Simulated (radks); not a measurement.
Q: Valence configurations of neutral potassium (all share [Ar]). All-electron calculation, non-relativistic Kohn-Sham, r2SCAN, spin-polarised, spherical densities, point nucleus; open shells are filled with parallel spins first; meta-GGA in the generalised Kohn-Sham scheme. Program: a radial shooting solver on a logarithmic mesh with Libxc functionals. Order these by energy: 3d1; 3d0.5 4p0.5; 3d0.5 4s0.5; 4s1; 4s0.5 4p0.5; 4p1.

A: From the lowest, in eV above it: 4s1 0.000; 4s0.5 4p0.5 0.813; 3d0.5 4s0.5 1.344; 4p1 1.581; 3d0.5 4p0.5 2.106; 3d1 2.556. NIST lists [Ar] 4s1 as the ground configuration; this level of theory agrees among the configurations tried. The energies are those of spherical high-spin densities, not of single terms.
